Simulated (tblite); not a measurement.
Species: C6H8NSi (doublet state).
SMILES with atom numbers: `[SiH3:1][NH:2][c:3]1[cH:4][cH:5][c:6][cH:7][cH:8]1` (hydrogens: H9, H10, H11 on Si1; H12 on N2; H13 on C4; H14 on C5; H15 on C7; H16 on C8)
Bond orders are those of one Lewis drawing.

Computed with GFN2-xTB (tblite), gas phase: L-BFGS steps from a force-field or distance-geometry start until the largest atomic force falls under 0.01 eV/Å.

Step 64: E = -584.8275 eV
```
atom  x, y, z in Å  |  force x, y, z in eV/Å
Si1     2.6348   -0.0540    0.1889    0.066   0.008  -0.019
N2      1.2062    0.6160   -0.5322    0.029   0.031  -0.026
C3     -0.1091    0.2305   -0.2877    0.014   0.016   0.109
C4     -1.1009    1.1947   -0.1099    0.000   0.004   0.023
C5     -2.4009    0.8175    0.2104   -0.048   0.024  -0.082
C6     -2.6689   -0.5140    0.3083   -0.019  -0.014   0.001
C7     -1.7484   -1.4994    0.1042   -0.031  -0.005  -0.001
C8     -0.4484   -1.1181   -0.2034   -0.010  -0.003   0.002
H9      2.5499   -1.5107    0.1896   -0.013   0.013  -0.015
H10     3.7341    0.4122   -0.6584   -0.080   0.025   0.005
H11     2.8155    0.4264    1.5666    0.005  -0.036  -0.006
H12     1.2636    1.6072   -0.7304   -0.005  -0.030  -0.037
H13    -0.8684    2.2474   -0.2055    0.071  -0.011   0.016
H14    -3.1588    1.5701    0.3629   -0.021   0.018   0.005
H15    -2.0058   -2.5442    0.1757    0.002  -0.042  -0.013
H16     0.2979   -1.8729   -0.3907    0.042   0.000   0.039
```

Step 65: E = -584.8294 eV
```
atom  x, y, z in Å  |  force x, y, z in eV/Å
Si1     2.6409   -0.0522    0.1871    0.073  -0.002  -0.076
N2      1.2048    0.6158   -0.5229    0.023   0.062  -0.003
C3     -0.1103    0.2293   -0.2775    0.029   0.019   0.093
C4     -1.1032    1.1938   -0.1070   -0.003   0.004   0.022
C5     -2.4054    0.8185    0.2067   -0.037   0.022  -0.118
C6     -2.6747   -0.5130    0.3021   -0.011  -0.012   0.007
C7     -1.7527   -1.4979    0.1039   -0.020  -0.023   0.011
C8     -0.4498   -1.1189   -0.1943   -0.013  -0.001  -0.003
H9      2.5606   -1.5090    0.1803   -0.022   0.008  -0.017
H10     3.7356    0.4165   -0.6677   -0.108   0.024   0.020
H11     2.8393    0.4149    1.5652   -0.007  -0.013   0.015
H12     1.2546    1.6084   -0.7185    0.028  -0.045  -0.034
H13    -0.8698    2.2457   -0.2082    0.069  -0.003   0.025
H14    -3.1652    1.5715    0.3453   -0.023   0.024   0.023
H15    -2.0107   -2.5424    0.1740   -0.005  -0.055  -0.014
H16     0.2984   -1.8723   -0.3800    0.029  -0.007   0.048
```

Question: Estimate the geometry and energy of step 66. (The exact step hangs on the optimiser's Hessian estimate; all steps are aligned on step 65, rigid shifts and turns removed.)

Answer: E = -584.8315 eV, largest force 0.134 eV/Å
```
atom  x, y, z in Å  |  force x, y, z in eV/Å
Si1     2.6474   -0.0503    0.1848    0.017  -0.016  -0.115
N2      1.2037    0.6182   -0.5140    0.029  -0.003   0.053
C3     -0.1105    0.2290   -0.2651    0.025   0.012   0.055
C4     -1.1056    1.1929   -0.1032    0.011   0.006   0.016
C5     -2.4106    0.8198    0.2011   -0.025  -0.004  -0.132
C6     -2.6803   -0.5123    0.2952    0.008   0.003   0.005
C7     -1.7561   -1.4968    0.1037   -0.008  -0.040   0.021
C8     -0.4502   -1.1193   -0.1847    0.000   0.009   0.003
H9      2.5676   -1.5079    0.1710   -0.025   0.017  -0.022
H10     3.7338    0.4206   -0.6786   -0.104   0.033   0.021
H11     2.8612    0.4000    1.5653   -0.016   0.009   0.021
H12     1.2447    1.6099   -0.7100    0.066   0.003  -0.037
H13    -0.8692    2.2435   -0.2096    0.055   0.010   0.036
H14    -3.1718    1.5735    0.3275   -0.023   0.021   0.033
H15    -2.0138   -2.5417    0.1722   -0.010  -0.049  -0.015
H16     0.3020   -1.8703   -0.3669   -0.001  -0.009   0.057
```

The energy changes by -0.0021 eV. The first-order estimate −F·Δx gives -0.0029 eV and the mean of the old and new forces, exact on a quadratic surface, -0.0021 eV. The step makes an angle of 77° with the force vector and moves no atom by more than 0.027 Å.

What follows is the cost of the whole relaxation. On one thread, Arm Neoverse V2 (aarch64), shared host, this took 0.74 s of wall time.
